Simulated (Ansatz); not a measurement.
Molecule: sum formula SiNH (charge 0, singlet). 
Coordinates optimised at B3LYP-D3(BJ)/def2-TZVP (Ansatz, an electronic-structure program):
SMILES: [NH+]#[Si-]
```xyz
3

H      0.0000     0.0000    -1.9406
N      0.0000     0.0000    -0.9406
Si     0.0000     0.0000     0.6089
```

Property: atomisation energy (electronic, to ground-state atoms), in kcal/mol. Cores are frozen in the correlated levels unless marked. UHF or UKS for open shells. No spin-orbit coupling. No relativistic terms. The coupled-cluster limit lacks core correlation, which all-electron functionals hold. CBS marks a two-point X^-3 extrapolation of the correlation energy; Hartree-Fock from the larger set (for Q and 5 zeta extrapolated as (X+1)exp(-9√X)).

```json
[
 {"level": "revPBE/def2-TZVPD", "program": "Ansatz", "atomisation energy (kcal/mol)": "235.7"},
 {"level": "PBE0/def2-TZVPD", "program": "Ansatz", "atomisation energy (kcal/mol)": "233.1"}
]
```

What does CCSD(T)/CBS(cc-pV(Q+d)Z,cc-pV(5+d)Z) (Ansatz) give?

238.8 kcal/mol, so PBE0/def2-TZVPD differs from it by -5.7 kcal/mol.
